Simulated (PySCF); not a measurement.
**Ionisation energy of Rh by level of theory**

Rh [Kr] 4d8 5s1 (4F) → Rh⁺ [Kr] 4d8 (3F), as a difference of total energies. Calculation: PySCF 2.14, in aug-cc-pVDZ-PP with ECP28MDF (5s5p4d2f, 54 functions); a scalar-relativistic core potential. Correlated levels: valence: 4s2 4p6 frozen. The calculations carry no spin-orbit coupling.

```tsv
method	ionisation energy (eV)	error (eV)
UHF	6.314	-1.165
MP2 (valence)	7.244	-0.235
SCS-MP2 (valence)	7.033	-0.446
CCSD (valence)	7.192	-0.287
CCSD(T) (valence)	7.257	-0.222
```

Reference: 7.479 eV (measured; NIST levels, between the centres of gravity of the two terms).

Errors of the correlated levels include the incompleteness of this basis and the frozen core.
